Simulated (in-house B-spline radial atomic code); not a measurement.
Functionals against successive ionisation energies: Sc to Sc⁵⁺

Ionisation energies as differences of self-consistent total energies from a B-spline radial code for spherical atoms: all electrons, radial basis limit, scalar-relativistic (one-electron X2C), spin-polarised at highest spin, spherical densities; exact exchange is averaged over the determinants of each configuration. No spin-orbit coupling, Breit or QED terms. NIST's values run from ground level to ground level, so in open shells the differences also hold multiplet and fine-structure energies that spherical high-spin averages miss. Columns give computed minus NIST, in eV; a star marks a semi-empirical value. Species are left out where the tabulated value is theory, is uncertain by more than 0.12 eV, or (13 ions, such as In⁴⁺, Te⁴⁺ and Bi⁴⁺) lies off its series for all methods alike, which flatters the means a little.

| species | shell | NIST (eV) | RPBE | r2SCAN | HSE06 | CAM-B3LYP | LC-wPBE | B97-1 |
| --- | --- | --- | --- | --- | --- | --- | --- | --- |
| Sc | 4s | 6.56 | -0.12 | -0.38 | -0.20 | -0.04 | -0.39 | +0.12 |
| Sc⁺ | 4s | 12.80 | +0.24 | +0.17 | +0.21 | +0.25 | -0.08 | -0.14 |
| Sc²⁺ | 3d | 24.76 | +0.28 | -0.26 | +0.24 | +0.42 | +0.38 | +0.14 |
| Sc³⁺ | 3p | 73.49 | 0.00 | +0.64 | +0.09 | +0.06 | +0.14 | +0.04 |
| Sc⁴⁺ | 3p | 91.95 ± 0.03* | -0.17 | +0.03 | -0.14 | -0.11 | +0.04 | -0.10 |
| Sc⁵⁺ | 3p | 110.68 ± 0.05* | -0.16 | -0.54 | +0.02 | +0.20 | +0.21 | +0.05 |

Problem. How do the methods rank, and which species is hardest?

Solution. Mean absolute (signed) differences: B97-1 0.10 (+0.02) eV; HSE06 0.15 (+0.04) eV; RPBE 0.16 (+0.01) eV; CAM-B3LYP 0.18 (+0.13) eV; LC-wPBE 0.21 (+0.05) eV; r2SCAN 0.34 (-0.06) eV. For Sc²⁺, which loses a 3d electron, the nearest method is off by +0.14 eV, the largest such miss.
